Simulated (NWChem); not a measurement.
System: SnCl$_{3}$ anion; SMILES [Cl][Sn-]([Cl])[Cl]

The following NWChem deck was run.

```
start job
memory heap 200 mb stack 900 mb global 1100 mb
charge -1
geometry units angstroms noautoz
  Sn     0.000000     0.000000     0.635304
  Cl    -2.002538     0.995991    -0.585688
  Cl     1.863823     1.236253    -0.585688
  Cl     0.138715    -2.232244    -0.585688
end
basis spherical
  Sn library def2-tzvp
  Cl library def2-tzvp
end
ecp
  Sn library def2-ecp
end
dft
  xc xtpss03 ctpss03
  iterations 150
  mulliken
end
task dft energy
```

Sets without diffuse functions describe the anion's extra electron poorly. The geometry was optimised at B3LYP/def2-SVPD. No frequency run checked for a minimum. def2 effective core potentials on Sn; no spin-orbit coupling.

Question: Predict the main results of this run. (TPSS/def2-TZVP with def2 effective core potentials on Sn.) Quantities: basis functions; energy (Ha); highest occupied level (eV); orbital gap (eV).

Answer: 
```
Item                            Value
---------------------------  --------
number of basis functions         161
energy (Ha)                  -1595.18
highest occupied level (eV)     -1.88
orbital gap (eV)                 4.53
```
